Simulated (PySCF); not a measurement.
SMILES [SiH2](F)/C=C/[SiH](F)F (C2H5F3Si2) at its CAM-B3LYP/def2-SVP optimised geometry (Å):

```
12

Si    -0.7518    -2.6368     4.0071
F     -2.3762    -2.6281     4.0001
C     -0.2200    -1.7863     2.4364
C     -1.1105    -1.3086     1.5526
Si    -0.5696    -0.4661     0.0000
F      1.0439    -0.4661     0.0000
F     -1.0439     1.0741     0.0000
H     -0.2812    -1.9072     5.2104
H     -0.2915    -4.0473     4.0463
H      0.8502    -1.6650     2.2201
H     -2.1806    -1.4280     1.7676
H     -1.0436    -1.0741    -1.2575
```

Level of theory: CAM-B3LYP/def2-TZVP in PySCF. Cells within 0.4 Å of a nucleus heavier than hydrogen are left out (blank, or x).

Map of the electron localisation function on the plane z = 0.0 Å:

```
|00000000000000000000000000000|
|00000000000000000000000000000|
|00000000000000000000000000000|
|00000000000000000000000000000|
|00000000111110000000000000000|
|00000012344432100000000000000|
|00000124677764210000000000000|
|00001246899986410000000000000|
|00001368999997510000000000000|
|000024799xxx98510000000000000|
|000024799xxx98400001110000000|
|000024689xx997200134321000000|
|00001257899985112566642100000|
|00000124676311136899864200000|
|00000011320241068999985310000|
|00000001104xxx079xxx996310000|
|00000001107xxx079xxx997310000|
|00000001202xx70799xx986310000|
|00000001320110168999985200000|
|00000001233100136788764100000|
|00000001233321113566542100000|
|00000000112211001233321000000|
|00000000011110000011100000000|
|00000000000000000000000000000|
|00000000000000000000000000000|
|00000000000000000000000000000|
|00000000000000000000000000000|
|00000000000000000000000000000|
|00000000000000000000000000000|
```
Scale: ten equal steps from 0.000 (start of '0') to 0.870 (end of '9'), in the order '0123456789'; x runs from -3.50 to 3.50, y from -3.50 (bottom) to 3.50 (top).
